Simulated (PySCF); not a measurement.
## SMILES C#CC=C=CC#C, C₇H₄

Cartesian coordinates in Å; atom numbers follow the order of the lines, from 1:
```xyz
11

C     3.202    0.301   -0.676
C     2.249   -0.316   -0.249
C     1.154   -1.063    0.274
C    -0.108   -0.833   -0.020
C    -1.371   -0.618   -0.316
C    -2.228    0.258    0.412
C    -2.981    0.996    1.010
H     4.040    0.853   -1.059
H     1.389   -1.883    0.968
H    -1.804   -1.143   -1.179
H    -3.642    1.653    1.545
```

The calculation used quadratic response CAM-B3LYP/def2-TZVPD first hyperpolarisability, Taylor convention, gas phase in PySCF. Geometry: PBE0-D3(BJ)/def2-SVP.

Give the tensor of the second harmonic β(−2ω;ω,ω) at 1064 nm in the axes of these coordinates.

In au, Taylor convention; rows are the first index (the induced dipole):
```csv
,xx,yy,zz,xy,xz,yz
x,+11.1,-10.2,-2.2,+23.6,+2.0,-4.3
y,+24.2,-24.9,-8.1,-10.1,-4.7,-0.2
z,+1.8,0.0,-2.9,-5.4,-2.2,-7.2
```
Norm of βᵢ = ⅓ Σⱼ (βᵢⱼⱼ + βⱼᵢⱼ + βⱼⱼᵢ): 8.8 au, hyper-Rayleigh value 17.3 au.
